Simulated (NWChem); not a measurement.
System: C4H12O3Si; SMILES CO[Si](C)(OC)OC

Input file for NWChem:

```
start job
memory heap 200 mb stack 900 mb global 1100 mb
geometry units angstroms noautosym nocenter noautoz
  C     -1.559376     2.154674    -0.396485
  O     -0.294865     1.510882    -0.401930
  Si     0.000000     0.000000     0.195881
  C      0.000000     0.000000     2.069869
  O      1.455895    -0.500080    -0.401930
  C      2.645690     0.273123    -0.396485
  O     -1.161029    -1.010802    -0.401930
  C     -1.086314    -2.427796    -0.396485
  H     -2.307776     1.562783    -0.936680
  H     -1.919993     2.331029     0.626927
  H     -1.449474     3.123728    -0.893093
  H      0.816739     0.613560     2.467929
  H      0.122989    -1.014097     2.467929
  H     -0.939728     0.400536     2.467929
  H      2.507298     1.217201    -0.936680
  H      3.429965    -0.306582    -0.893093
  H      2.978727     0.497249     0.626927
  H     -0.199522    -2.779984    -0.936680
  H     -1.980491    -2.817146    -0.893093
  H     -1.058733    -2.828277     0.626927
end
basis spherical
  * library 6-31g*
end
dft
  xc m05-2x
  iterations 150
end
cosmo
  do_cosmo_smd true
  solvent etoac
end
task dft energy
```

NWChem printed, in part:

```
             Northwest Computational Chemistry Package (NWChem) 7.3.0
             --------------------------------------------------------

                             Geometry "geometry" -> ""
                             -------------------------

 Output coordinates in angstroms (scale by  1.889725989 to convert to a.u.)

  No.       Tag          Charge          X              Y              Z
 ---- ---------------- ---------- -------------- -------------- --------------
    1 C                    6.0000    -1.55937600     2.15467400    -0.39648500
    2 O                    8.0000    -0.29486500     1.51088200    -0.40193000
    3 Si                  14.0000     0.00000000     0.00000000     0.19588100
    4 C                    6.0000     0.00000000     0.00000000     2.06986900
    5 O                    8.0000     1.45589500    -0.50008000    -0.40193000
    6 C                    6.0000     2.64569000     0.27312300    -0.39648500
    7 O                    8.0000    -1.16102900    -1.01080200    -0.40193000
    8 C                    6.0000    -1.08631400    -2.42779600    -0.39648500
    9 H                    1.0000    -2.30777600     1.56278300    -0.93668000
   10 H                    1.0000    -1.91999300     2.33102900     0.62692700
   11 H                    1.0000    -1.44947400     3.12372800    -0.89309300
   12 H                    1.0000     0.81673900     0.61356000     2.46792900
   13 H                    1.0000     0.12298900    -1.01409700     2.46792900
   14 H                    1.0000    -0.93972800     0.40053600     2.46792900
   15 H                    1.0000     2.50729800     1.21720100    -0.93668000
   16 H                    1.0000     3.42996500    -0.30658200    -0.89309300
   17 H                    1.0000     2.97872700     0.49724900     0.62692700
   18 H                    1.0000    -0.19952200    -2.77998400    -0.93668000
   19 H                    1.0000    -1.98049100    -2.81714600    -0.89309300
   20 H                    1.0000    -1.05873300    -2.82827700     0.62692700

 Effective nuclear repulsion energy (a.u.)     518.6541834437

                                 NWChem DFT Module
                                 -----------------

 Summary of "ao basis" -> "ao basis" (spherical)
 ------------------------------------------------------------------------------
       Tag                 Description            Shells   Functions and Types
 ---------------- ------------------------------  ------  ---------------------
 C                           6-31g*                  6       14   3s2p1d
 O                           6-31g*                  6       14   3s2p1d
 Si                          6-31g*                  8       18   4s3p1d
 H                           6-31g*                  2        2   2s

 in cosmo_initialize ...
 calling solv_data for solv:etoac

 solvent parameters
 solvname_short: etoac
 solvname_long:  ethyl acetate
 dielec:        5.9867
 dielecinf:     1.8832
 nonaqueous SMD model solvent descriptors
 dielec:        5.9867
 sola:          0.0000
 solb:          0.4500
 solc:          0.0000
 solg:         33.6700
 solh:          0.0000
 soln:          1.3723

          ---------------
          -cosmo- solvent
          ---------------
 Cosmo: York-Karplus, doi: 10.1021/jp992097l
 dielectric constant -eps-     =   5.99
 screen = (eps-1)/(eps    )    =   0.83296
 surface charge correction     = lagrangian

   van der Waals surface
 --------------------------

[...]

                                COSMO-SMD solvation results
                                ---------------------------

             internal energy in gas <Psi(g)|H|Psi(g)> =      -674.843661223987
         internal energy in solvent <Psi(s)|H|Psi(s)> =      -674.843120175424
                               delta internal energy  =         0.000541048563 (    0.34 kcal/mol)
   total free energy in solvent <Psi(s)|H+V/2|Psi(s)> =      -674.850192558952
 polarization energy contribution <Psi(s)|V/2|Psi(s)> =        -0.007072383527 (   -4.44 kcal/mol)
    total free energy in solvent including G(SMD-CDS) =      -674.850060640069
                       G(SMD-CDS) energy contribution =         0.000131918882 (    0.08 kcal/mol)
     1 M fixed-concentration free energy of solvation =        -0.006399416082 (   -4.02 kcal/mol)

                       DFT Final Molecular Orbital Analysis
                       ------------------------------------

 Vector   35  Occ=2.000000D+00  E=-3.527569D-01
              MO Center= -8.7D-01, -1.1D-01, -3.1D-01, r^2= 4.0D+00
   Bfn.  Coefficient  Atom+Function         Bfn.  Coefficient  Atom+Function
  ----- ------------  ---------------      ----- ------------  ---------------
    93     -0.347985   7 O  pz               19      0.317098   2 O  pz
    97     -0.282945   7 O  pz               23      0.260392   2 O  pz
    91      0.219233   7 O  px               95      0.171432   7 O  px
    18      0.164742   2 O  py              107      0.141567   8 C  pz
   140      0.136501  20 H  s                22      0.129454   2 O  py

 Vector   36  Occ=2.000000D+00  E=-3.527442D-01
              MO Center=  8.7D-01,  1.1D-01, -3.1D-01, r^2= 4.0D+00
   Bfn.  Coefficient  Atom+Function         Bfn.  Coefficient  Atom+Function
  ----- ------------  ---------------      ----- ------------  ---------------
    65      0.383882   5 O  pz               69      0.313627   5 O  pz
    19     -0.218742   2 O  pz               64     -0.188015   5 O  py
    23     -0.176378   2 O  pz               93     -0.165266   7 O  pz
    79     -0.154031   6 C  pz               18     -0.144763   2 O  py
   130      0.144902  15 H  s                68     -0.141512   5 O  py

 Vector   37  Occ=2.000000D+00  E=-3.388169D-01
              MO Center=  4.1D-04,  3.0D-04,  4.5D-01, r^2= 4.5D+00
   Bfn.  Coefficient  Atom+Function         Bfn.  Coefficient  Atom+Function
  ----- ------------  ---------------      ----- ------------  ---------------
    51      0.314334   4 C  pz               19      0.263233   2 O  pz
    65      0.263255   5 O  pz               93      0.263043   7 O  pz
    55      0.241875   4 C  pz               23      0.200336   2 O  pz
    69      0.200375   5 O  pz               97      0.200208   7 O  pz
    37     -0.159614   3 Si pz               52     -0.148070   4 C  s

 Vector   38  Occ=0.000000D+00  E= 1.155684D-01
              MO Center= -3.0D-03, -2.8D-04,  6.5D-01, r^2= 7.2D+00
   Bfn.  Coefficient  Atom+Function         Bfn.  Coefficient  Atom+Function
  ----- ------------  ---------------      ----- ------------  ---------------
    52     -1.335055   4 C  s                38      1.213854   3 Si s
    20     -0.464351   2 O  s                66     -0.464292   5 O  s
    94     -0.465248   7 O  s               124      0.443307  12 H  s
   126      0.443278  13 H  s               128      0.443833  14 H  s
     6     -0.434357   1 C  s                80     -0.431680   6 C  s

 Vector   39  Occ=0.000000D+00  E= 1.372561D-01
              MO Center= -2.4D-01,  4.3D-03,  1.4D-01, r^2= 6.7D+00
   Bfn.  Coefficient  Atom+Function         Bfn.  Coefficient  Atom+Function
  ----- ------------  ---------------      ----- ------------  ---------------
     6      0.828169   1 C  s                39      0.750973   3 Si px
   108     -0.682989   8 C  s                40     -0.662192   3 Si py
    66     -0.622078   5 O  s               122     -0.423293  11 H  s
    20      0.353092   2 O  s               120     -0.342716  10 H  s
   136      0.335521  18 H  s               138      0.321102  19 H  s

 Vector   40  Occ=0.000000D+00  E= 1.373295D-01
              MO Center=  2.4D-01, -4.0D-03,  1.4D-01, r^2= 6.7D+00
   Bfn.  Coefficient  Atom+Function         Bfn.  Coefficient  Atom+Function
  ----- ------------  ---------------      ----- ------------  ---------------
    80      0.872111   6 C  s                40     -0.750531   3 Si py
    39     -0.662116   3 Si px               94     -0.563412   7 O  s
   108     -0.561170   8 C  s                20      0.513663   2 O  s
   132     -0.430100  16 H  s               130     -0.334799  15 H  s
   140      0.322946  20 H  s                 6     -0.309718   1 C  s

     Multipole analysis of the density
     ---------------------------------

     L   x y z        total         alpha         beta         nuclear
     -   - - -        -----         -----         ----         -------
     0   0 0 0     -0.000000    -37.000000    -37.000000     74.000000

     1   1 0 0      0.000439      0.000211      0.000211      0.000017
     1   0 1 0     -0.000143     -0.000077     -0.000077      0.000011
     1   0 0 1      0.652053     -1.727866     -1.727866      4.107786

     2   2 0 0    -37.468665   -262.978164   -262.978164    488.487663
     2   1 1 0      0.003723      0.001841      0.001841      0.000040
     2   1 0 1     -0.000048     -0.000019     -0.000019     -0.000009
     2   0 2 0    -37.466871   -262.977309   -262.977309    488.487747
     2   0 1 1     -0.004166     -0.002075     -0.002075     -0.000015
     2   0 0 2    -41.618589   -123.345542   -123.345542    205.072495
```

Level: M05-2X/6-31G* (spherical d), SMD on the gas-phase geometry. All runs use the structure optimised with B3LYP/6-31G* (spherical d). No frequency run checked for a minimum. Solvent: ethyl acetate.
